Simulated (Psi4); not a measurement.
H₄ClGeNO₂ (SMILES [NH2][Ge]([OH])([OH])[Cl]), singlet, at a GFN2-xTB geometry; CAM-B3LYP/cc-pV(T+d)Z (Psi4).

Input for Psi4:
```
memory 2 GB

molecule mol {
0 1
N     1.825864   -0.519704   -0.254364
Ge    0.104134    0.046531   -0.227674
O     0.021124    1.762389   -0.495186
O    -0.840756   -0.642629   -1.508766
Cl   -0.748543   -0.415024    1.635730
H     1.988141   -1.425681    0.161288
H     2.245888   -0.512244   -1.174080
H     0.531444    2.313868    0.093820
H    -1.596517   -0.129669   -1.790711
}

set {
  basis cc-pv(t+d)z
  reference rks
}

energy('cam-b3lyp')
print_variables()
```

Output, abridged:

```
   => Loading Basis Set <=

    Name: CC-PV(T+D)Z
    Role: ORBITAL
    Keyword: BASIS

         ---------------------------------------------------------
                                   SCF
               by Justin Turney, Rob Parrish, Andy Simmonett
                          and Daniel G. A. Smith
                              RKS Reference
         ---------------------------------------------------------

  ==> Geometry <==

    Molecular point group: c1
    Full point group: C1

    Geometry (in Angstrom), charge = 0, multiplicity = 1:

       Center              X                  Y                   Z               Mass
    ------------   -----------------  -----------------  -----------------  -----------------
         N            1.843650096707    -0.518495337538    -0.267099585157    14.003074004430
         GE           0.121920096707     0.047739662462    -0.240409585157    73.921177761000
         O            0.038910096707     1.763597662462    -0.507921585157    15.994914619570
         O           -0.822969903293    -0.641420337538    -1.521501585157    15.994914619570
         CL          -0.730756903293    -0.413815337538     1.622994414843    34.968852682000
         H            2.005927096707    -1.424472337538     0.148552414843     1.007825032230
         H            2.263674096707    -0.511035337538    -1.186815585157     1.007825032230
         H            0.549230096707     2.315076662462     0.081084414843     1.007825032230
         H           -1.578730903293    -0.128460337538    -1.803446585157     1.007825032230

  Running in c1 symmetry.

  Rotational constants: A =      0.11568  B =      0.07356  C =      0.07021 [cm^-1]
  Rotational constants: A =   3467.87408  B =   2205.22559  C =   2104.86703 [MHz]
  Nuclear repulsion =  522.212929297008372

  Charge       = 0
  Multiplicity = 1
  Electrons    = 76
  Nalpha       = 38
  Nbeta        = 38

  ==> Algorithm <==

  SCF Algorithm Type is DF.
  DIIS enabled.
  MOM disabled.
  Fractional occupation disabled.
  Guess Type is SAD.
  Energy threshold   = 1.00e-06
  Density threshold  = 1.00e-06
  Integral threshold = 1.00e-12

  ==> Primary Basis <==

  Basis Set: CC-PV(T+D)Z
    Blend: CC-PV(T+D)Z
    Number of shells: 82
    Number of basis functions: 228
    Number of Cartesian functions: 259
    Spherical Harmonics?: true
    Max angular momentum: 3

  ==> DFT Potential <==

   => LibXC <=

    Version 7.1.2
    S. Lehtola, C. Steigemann, M. J. T. Oliveira, and M. A. L. Marques,  SoftwareX 7, 1–5 (2018) (10.1016/j.softx.2017.11.002)

   => Composite Functional: CAM-B3LYP <=

    CAM-B3LYP Hyb-GGA Exchange-Correlation Functional

    T. Yanai, D. P. Tew, and N. C. Handy,  Chem. Phys. Lett. 393, 51 (2004) (10.1016/j.cplett.2004.06.011)

    Deriv               =              1
    GGA                 =           TRUE
    Meta                =          FALSE

    Exchange Hybrid     =           TRUE
    MP2 Hybrid          =          FALSE

   => Exchange Functionals <=

    0.3500         Becke 88 [omega = 0.3300]
    0.4600   Short-range recipe for B88 functional - erf [omega = 0.3300]

   => Exact (HF) Exchange <=

    0.4600            HF,LR [omega = 0.3300]
    0.1900               HF

   => Correlation Functionals <=

    0.1900   Vosko, Wilk & Nusair (VWN5)
    0.8100   Lee, Yang & Parr

   => LibXC Density Thresholds  <==

    XC_HYB_GGA_XC_CAM_B3LYP:  1.00E-14

   => Molecular Quadrature <=

    Radial Scheme          =       TREUTLER
    Pruning Scheme         =           NONE
    Nuclear Scheme         =       TREUTLER

    Blocking Scheme        =         OCTREE
    BS radius alpha        =              1
    Pruning alpha          =              1
    Radial Points          =             75
    Spherical Points       =            302
    Total Points           =         193865
    Total Blocks           =           1499
    Max Points             =            256
    Max Functions          =            228
[...]
  Using in-core AOs.

  ==> MemDFJK: Density-Fitted J/K Matrices <==

    J tasked:                   Yes
    K tasked:                   Yes
    wK tasked:                  Yes
    Omega:                3.300E-01
    Algorithm:                 Core
    Schwarz Cutoff:           1E-12
    Mask sparsity (%):       3.3549
    Fitting Condition:        1E-10

   => Auxiliary Basis Set <=

  Basis Set: (CC-PV(T+D)Z AUX)
    Blend: CC-PVTZ-JKFIT
    Number of shells: 203
    Number of basis functions: 685
    Number of Cartesian functions: 842
    Spherical Harmonics?: true
    Max angular momentum: 4

  Minimum eigenvalue in the overlap matrix is 1.2838794219E-03.
  Reciprocal condition number of the overlap matrix is 2.1178112658E-04.
    Using symmetric orthogonalization.

  ==> Pre-Iterations <==

  SCF Guess: Superposition of Atomic Densities via on-the-fly atomic UHF (no occupation information).

   -------------------------
    Irrep   Nso     Nmo
   -------------------------
     A        228     228
   -------------------------
    Total     228     228
   -------------------------

  ==> Iterations <==

                           Total Energy        Delta E     RMS |[F,P]|

   @DF-RKS iter SAD: -2741.47807681429140   -2.74148e+03   0.00000e+00
   @DF-RKS iter   1: -2743.99078512608321   -2.51271e+00   9.61989e-03 DIIS/ADIIS
   @DF-RKS iter   2: -2743.78906355343315    2.01722e-01   1.19123e-02 DIIS/ADIIS
   @DF-RKS iter   3: -2745.14660224366207   -1.35754e+00   2.99257e-04 DIIS/ADIIS
   @DF-RKS iter   4: -2745.14753696553316   -9.34722e-04   1.84264e-04 DIIS/ADIIS
   @DF-RKS iter   5: -2745.14813912886575   -6.02163e-04   5.53665e-05 DIIS
   @DF-RKS iter   6: -2745.14819721336789   -5.80845e-05   1.50973e-05 DIIS
   @DF-RKS iter   7: -2745.14820246043246   -5.24706e-06   3.22585e-06 DIIS
   @DF-RKS iter   8: -2745.14820272683983   -2.66407e-07   1.52949e-06 DIIS
   @DF-RKS iter   9: -2745.14820276914452   -4.23047e-08   3.26876e-07 DIIS
  Energy and wave function converged.

  ==> Post-Iterations <==

   Electrons on quadrature grid:
      Ntotal   =   76.0000237782 ; deviation = 2.378e-05

    Orbital Energies [Eh]
    ---------------------

    Doubly Occupied:

[...]
    Virtual:

[...]
     228A     11.942989

    Final Occupation by Irrep:
              A
    DOCC [    38 ]
    NA   [    38 ]
    NB   [    38 ]

  @DF-RKS Final Energy: -2745.14820276914452

   => Energetics <=

    Nuclear Repulsion Energy =            522.2129292970083725
    One-Electron Energy =               -4855.9560271566697338
    Two-Electron Energy =                1690.9553981900230610
    DFT Exchange-Correlation Energy =    -102.3605030995064453
    Empirical Dispersion Energy =           0.0000000000000000
    VV10 Nonlocal Energy =                  0.0000000000000000
    Total Energy =                      -2745.1482027691445182

Computation Completed

Properties will be evaluated at   0.000000,   0.000000,   0.000000 [a0]

Properties computed using the SCF density matrix

 Multipole Moments:

 ------------------------------------------------------------------------------------
     Multipole            Electronic (a.u.)      Nuclear  (a.u.)        Total (a.u.)
 ------------------------------------------------------------------------------------

 L = 1.  Multiply by 2.5417464519 to convert [e a0] to [Debye]
 Dipole X            :         -2.1100506            2.5544342            0.4443836
 Dipole Y            :         -0.0755016            0.1736060            0.0981044
 Dipole Z            :          1.6038155           -1.8290838           -0.2252683
 Magnitude           :                                                    0.5077865

 ------------------------------------------------------------------------------------

  Variable Map:
  ----------------------------------------------------------------------------
[...]
  Array Variable Map:
  ----------------------------------------------------------------------------
[...]
[...]
```
